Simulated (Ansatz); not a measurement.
A nudged elastic band was laid between two geometries of C2H5LiSi (9 atoms, charge 0, multiplicity 1).

Computed with RKS PBE-D4/def2-SVP in Ansatz 0.2.0.

```json
{
 "movable images": "7",
 "climbing image": "yes",
 "spring": "5.0 eV/Å²",
 "optimiser": "quadratic models (default)",
 "start path": "IDPP",
 "force threshold": "0.05 eV/Å",
 "iteration limit": "60",
 "end points": "relaxed"
}
```

First end point:

```xyz
9
Properties=species:S:1:pos:R:3
Li -1.233 -1.412 -1.266
C -0.117 -0.073 -0.391
C 0.736 1.149 -0.562
Si -0.530 -0.972 1.030
H 0.154 1.964 -1.051
H 1.191 1.582 0.358
H 1.572 0.941 -1.270
H -1.445 -2.139 0.618
H -0.328 -1.040 2.533
```

Last end point:

```xyz
9
Properties=species:S:1:pos:R:3
Li -0.400 -1.928 -1.119
C 0.087 -0.201 -0.357
C 0.846 1.081 -0.539
Si -0.898 -0.745 0.960
H 0.788 1.827 0.286
H 1.927 0.871 -0.710
H 0.514 1.599 -1.468
H -1.435 -2.147 0.620
H -1.429 -0.357 2.327
```

Task: What changes between the two ends?

Result: No bond is made or broken. The dihedral Si4–C2–C3–H5 goes from -123 to 0°. The two ends are copies of one structure, up to a mirror image or an exchange of like atoms.

Task: Give the energies along the band, and the barrier.

Result: The run converged. The highest image is number 4 of 0 to 8, 0.031 eV above the ends, which have the same energy within 2 meV. A vibrational analysis at the climbing image gives one clearly imaginary mode, 126i cm⁻¹: a first-order saddle point.

```
image  path coordinate (Å)  energy (eV)  dihedral Si4–C2–C3–H5 (°)
    0                 0.00        0.000                       -123
    1                 0.40        0.003                       -107
    2                 0.80        0.013                        -91
    3                 1.21        0.025                        -75
    4                 1.61        0.031                        -60
    5                 2.01        0.025                        -44
    6                 2.41        0.014                        -29
    7                 2.81        0.004                        -15
    8                 3.20        0.000                          0
```

Task: What is the geometry of the highest image?

Result: 
```xyz
9
Properties=species:S:1:pos:R:3
Li -0.674 -1.792 -1.208
C 0.024 -0.167 -0.386
C 0.826 1.088 -0.586
Si -0.786 -0.796 1.008
H 0.235 2.010 -0.380
H 1.709 1.144 0.089
H 1.215 1.190 -1.623
H -1.447 -2.130 0.613
H -1.101 -0.548 2.473
```

Task: What are the harmonic wavenumbers there?

Result: 126i, 243, 244, 276, 313, 465, 589, 613, 752, 945, 994, 1023, 1228, 1313, 1401, 1414, 1968, 2065, 2924, 2991, 2992 cm⁻¹.

Run time: 93 s on 1 CPU thread of a shared host.
